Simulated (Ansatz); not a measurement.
One change: `[NH2][Ti]([OH])([OH])[Cl]` becomes `[OH][Ti]([OH])([F])[Cl]`.

Ansatz, PBE0-D4/def2-TZVP geometries, multiplicity 1. Each molecule was computed in one conformer, which needn't be the lowest.

Scalar relativity is left out up to krypton.

| property | `[NH2][Ti]([OH])([OH])[Cl]` |
| --- | --- |
| HOMO–LUMO gap (PBE0/def2-TZVPP) / eV | 6.10 |
| ideal-gas entropy at 298 K and 1 bar (rigid rotor, harmonic PBE0-D4/def2-TZVP) / J/(mol·K) | 376 |
| HOMO energy (PBE/def2-TZVPP) / eV | -6.47 |
| LUMO energy (B3LYP/def2-TZVPP) / eV | -2.05 |
| HOMO energy (B3LYP/def2-TZVPP) / eV | -7.62 |
| HOMO–LUMO gap (ωB97M-V/def2-TZVPP) / eV | 10.64 |

(1) Give the same properties after the change, and the shifts. (Estimate.)

Results:

(1) Ansatz gave: 
```csv
property,`[OH][Ti]([OH])([F])[Cl]`,shift
HOMO–LUMO gap (PBE0/def2-TZVPP) / eV,6.71,0.61
"ideal-gas entropy at 298 K and 1 bar (rigid rotor, harmonic PBE0-D4/def2-TZVP) / J/(mol·K)",369,-7
HOMO energy (PBE/def2-TZVPP) / eV,-7.61,-1.14
LUMO energy (B3LYP/def2-TZVPP) / eV,-2.67,-0.62
HOMO energy (B3LYP/def2-TZVPP) / eV,-8.80,-1.18
HOMO–LUMO gap (ωB97M-V/def2-TZVPP) / eV,11.23,0.59
```

With PBE0 the HOMO falls by 1.22 eV and the LUMO falls by 0.61 eV, so the gap widens by about 0.61 eV. PBE moves the HOMO by -1.14 eV and ωB97M-V by -1.16 eV. The zero-point energy changes by -60.6 kJ/mol with -6 modes.

B3LYP here is the variant with VWN-RPA as its local correlation; programs differ in this.
